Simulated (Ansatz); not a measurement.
Q: Name a neutral molecule of Ge, Si and H with HOMO energy (B3LYP/def2-TZVPP) between -7.80 and -7.50 eV and HOMO energy (PBE0/def2-TZVPP) between -8.15 and -7.85 eV (Ansatz, PBE0-D4/def2-TZVP geometry).

A: `[SiH3][Ge]([SiH3])([SiH3])[SiH3]` (-7.69 eV, -7.90 eV); `[SiH3][GeH2][SiH3]` (-7.72 eV, -7.93 eV). Other molecules can fit too; these were computed, each in one conformer that needn't be the lowest.

B3LYP here is the variant with VWN-RPA as its local correlation; programs differ in this.
